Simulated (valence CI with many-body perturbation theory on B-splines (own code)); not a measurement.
Values are calculated unless marked as measured or tabulated.
# Cl III: what the settings do

Method: configuration interaction combined with many-body perturbation theory (CI+MBPT): five valence electrons over a frozen Dirac-Fock core [Ne], radial functions for each j: 6 s, 6 p, 5 d, 3 f, 1 g, with the one-electron correlation potential Σ1 (screened to all orders), the two-electron term Σ2, the three-electron term Σ3, Breit, model QED; selected single and double excitations, second order for the rest, scaled by the run's own slope (own B-spline code, finite nucleus).

Set against measurement, 7 paired levels are off by 245 cm⁻¹ on average, the worst by 400. These come from a selection out of Moore, Atomic Energy Levels, vol. I, NSRDS-NBS 35 (1971 reprint of NBS Circular 467, 1949), an old analysis. Levels without a partner in it may be off by more. Among the levels kept, up to 2400 cm⁻¹ of a level comes from second order outside the variational space, and about a tenth of that is noise between levels of different J, which matters for small intervals.

The reference run has the lowest level 3s²3p³ ⁴S°_3/2 and an ionisation energy of 39.5663 eV. Its largest variational space holds 9996 state functions.

Names give the largest LS component (configuration and term), which can be under half, so a name can repeat, a term be missing and a line seem to break the LS rules; names also repeat where a configuration has a term twice.

Changed runs:
A. scale of Σ1 1 → 0; screening of Σ1 on → off
B. lowest core n in screening and Σ2 1 → 4; scale of Σ2 1 → 1.2
C. cutoff of virtual states (hartree) 578 → 360
D. correlating orbitals by l 3 3 3 2 1 → 0 0 0 0 0 (bad on purpose)

Excitation energies of the reference run in cm⁻¹, and shifts in cm⁻¹:

```tsv
Level	Reference	A	C	D
3s²3p³ ²D°_3/2	18346	-81	-0.4	+2932
3s²3p³ ²D°_5/2	18407	-84	-0.4	+2937
3s²3p³ ²P°_1/2	30212	-126	-0.5	+2889
3s²3p³ ²P°_3/2	30304	-129	-0.4	+2883
3s3p⁴ ⁴P_5/2	98409	-369	-0.4	-229
3s3p⁴ ⁴P_3/2	99017	-380	-0.3	-234
3s3p⁴ ⁴P_1/2	99360	-386	-0.2	-236
3s3p⁴ ²D_3/2	122246	-499	-3.1	+2166
3s3p⁴ ²D_5/2	122289	-503	-3.1	+2176
3s²3p²3d ²P_3/2	137158	-660	-9.4	+2179
3s²3p²3d ²P_1/2	137871	-673	-9.2	+2209
3s²3p²3d ⁴F_3/2	146819	-781	-13	+2529
Ionisation energy (eV)	39.5663	-0.2229	-0.0011	-0.0324
```

Run B: It gave no result: the setting left no core shell for the response of the core. The program said: "need at least one array to concatenate".
